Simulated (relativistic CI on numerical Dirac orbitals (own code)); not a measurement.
Zr⁺: resonant inelastic scattering at the M2,3 edge

Computed with this model: Dirac-Coulomb-Breit CI, orbitals from a KLI potential per configuration, a model potential for QED, valence Slater integrals scaled by 0.8, Kramers-Heisenberg scattering through one core-hole configuration in a parametric crystal field; configurations [Kr] 4d3 → [Ne] 3s2 3p5 3d10 4s2 4p6 4d4; 80 K; core-hole width 1.2 eV; summed over polarisations. Incident energies are the highest absorption maxima for each field (at most a few, so the weaker spin-orbit partner edge can be absent), on the computed scale of the free ion. Intensities are in per cent of the strongest line above 0.02 eV; levels within 1 cm⁻¹ are merged; final levels count from the ground level, the first row holds all elastic scattering, lines under 0.4 are left out and each table stops after 24 rows. The scale of the Slater integrals is a model choice and moves the terms in proportion. The configuration is assumed, with all valence electrons in the open shell; the free ion's ground configuration is another.

Field parameters in Wybourne normalisation: D3d B²₀ = −7Dσ, B⁴₀ = −14Dq − 21Dτ, B⁴₃ = −14√(10/7) Dq; D4h B²₀ = −7Ds, B⁴₀ = 21(Dq − Dt), B⁴₄ = 21√(5/14) Dq; Oh B⁴₀ = 21Dq, B⁴₄ = √(5/14) B⁴₀. The field is a parameter set, without covalency.

S is read from ⟨S²⟩ = S(S + 1).

Oh, 10Dq = 21750 cm⁻¹:

```csv
Final level (eV),Degeneracy,Irrep,S,333.1 eV,334.5 eV,347.2 eV
0.000,4,Γ8,1.50,571.7,555.9,104.2
1.090,4,Γ8,0.50,14.2,2.2,13.1
1.129,4,Γ8,0.50,14.7,6.3,13.6
1.135,2,Γ6,0.50,11.6,5.1,12.8
1.740,4,Γ8,0.50,26.8,13.1,25.2
1.754,2,Γ7,0.50,18.7,7.5,19.4
2.684,2,Γ7,1.50,6.8,43.4,1.2
2.692,4,Γ8,1.50,14.7,100.0,5.4
2.705,4,Γ8,1.50,13.3,82.6,2.3
2.706,2,Γ6,1.50,6.6,42.9,1.6
3.313,2,Γ6,1.49,6.5,37.7,0.5
3.320,4,Γ8,1.50,8.6,48.3,1.7
3.326,2,Γ7,1.50,1.7,13.3,2.6
3.326,4,Γ8,1.50,3.2,25.6,5.4
3.766,2,Γ7,0.50,0.3,0.4,0.4
3.768,2,Γ6,0.50,0.1,0.6,0.2
3.770,4,Γ8,0.50,0.7,2.4,1.0
3.792,4,Γ8,0.50,0.2,0.9,0.3
4.218,2,Γ6,0.50,0.5,1.6,0.7
4.221,4,Γ8,0.50,0.8,2.8,1.3
4.534,2,Γ7,0.50,0.5,0.1,0.6
4.552,4,Γ8,0.50,0.5,0.2,0.7
5.623,4,Γ8,1.50,0.2,0.8,0.0
5.634,2,Γ6,1.50,0.1,0.7,0.0
```

D3d, 10Dq = 16000, Dσ = 130, Dτ = -210 cm⁻¹:

| Final level (eV) | Degeneracy | Irrep | S | 333.9 eV | 347.6 eV |
| --- | --- | --- | --- | --- | --- |
| 0.000 | 2 | Γ5+Γ6 | 1.50 | 2320.7 | 421.1 |
| 0.000 | 2 | Γ4 | 1.50 | 3.9 | 5.0 |
| 1.032 | 2 | Γ4 | 0.50 | 13.2 | 21.0 |
| 1.040 | 2 | Γ5+Γ6 | 0.50 | 6.7 | 10.3 |
| 1.104 | 2 | Γ4 | 0.50 | 16.4 | 12.7 |
| 1.126 | 2 | Γ5+Γ6 | 0.50 | 20.0 | 20.1 |
| 1.127 | 2 | Γ4 | 0.50 | 24.0 | 24.1 |
| 1.689 | 2 | Γ5+Γ6 | 0.52 | 45.5 | 29.2 |
| 1.712 | 2 | Γ4 | 0.52 | 44.0 | 28.1 |
| 1.716 | 2 | Γ4 | 0.51 | 47.7 | 41.3 |
| 1.853 | 2 | Γ4 | 1.49 | 89.4 | 15.0 |
| 1.857 | 2 | Γ4 | 1.49 | 94.6 | 21.8 |
| 1.859 | 2 | Γ5+Γ6 | 1.49 | 93.6 | 18.3 |
| 1.862 | 2 | Γ4 | 1.50 | 91.1 | 14.7 |
| 1.933 | 2 | Γ5+Γ6 | 1.49 | 100.0 | 19.3 |
| 1.934 | 2 | Γ4 | 1.50 | 92.6 | 16.8 |
| 2.443 | 2 | Γ4 | 1.50 | 73.4 | 6.9 |
| 2.446 | 2 | Γ4 | 1.50 | 53.2 | 8.4 |
| 2.448 | 2 | Γ5+Γ6 | 1.50 | 39.9 | 14.4 |
| 2.450 | 2 | Γ4 | 1.50 | 29.6 | 20.3 |
| 2.578 | 2 | Γ4 | 1.49 | 50.1 | 14.1 |
| 2.579 | 2 | Γ5+Γ6 | 1.50 | 46.8 | 12.3 |
| 2.762 | 2 | Γ4 | 0.52 | 0.7 | 0.2 |
| 2.882 | 2 | Γ4 | 0.50 | 1.9 | 1.8 |

D4h, 10Dq = 16650, Ds = -630, Dt = 1160 cm⁻¹:

```csv
Final level (eV),Degeneracy,Irrep,S,333.9 eV,347.7 eV
0.000,4,Γ6+Γ7,1.50,2986.8,409.9
0.389,2,Γ6,0.51,32.1,15.3
0.426,2,Γ7,0.50,26.8,14.1
0.756,2,Γ7,1.50,69.4,21.2
0.768,2,Γ7,1.50,78.7,24.7
0.772,2,Γ6,1.45,54.6,20.8
0.781,2,Γ6,1.49,50.7,23.1
0.906,2,Γ6,0.59,7.5,1.5
1.024,2,Γ7,0.51,20.3,11.9
1.093,2,Γ6,0.51,20.1,12.5
1.120,2,Γ6,0.51,38.8,18.3
1.593,2,Γ7,0.71,36.1,41.0
1.627,2,Γ6,1.50,93.7,8.4
1.633,2,Γ6,1.50,76.7,9.7
1.637,2,Γ7,1.49,43.9,21.3
1.652,2,Γ7,1.39,31.6,19.5
1.756,2,Γ7,0.96,8.7,3.1
1.767,2,Γ6,0.80,12.9,4.4
1.794,2,Γ6,1.32,17.8,3.1
1.799,2,Γ7,1.19,14.4,3.0
1.943,2,Γ7,0.51,2.4,1.2
1.951,2,Γ6,0.51,5.5,2.0
2.064,2,Γ6,1.47,100.0,37.8
2.067,2,Γ7,1.49,89.6,23.5
```

For the first field the strongest loss at the lowest incident energy is the level at 1.74 eV (S = 0.50, against 1.50 in the thermal ground state). Levels of other spin, the first over 8 % at 1.09 eV, appear because spin-orbit coupling of the core hole, and in heavier ions of the valence shell too, mixes spins.
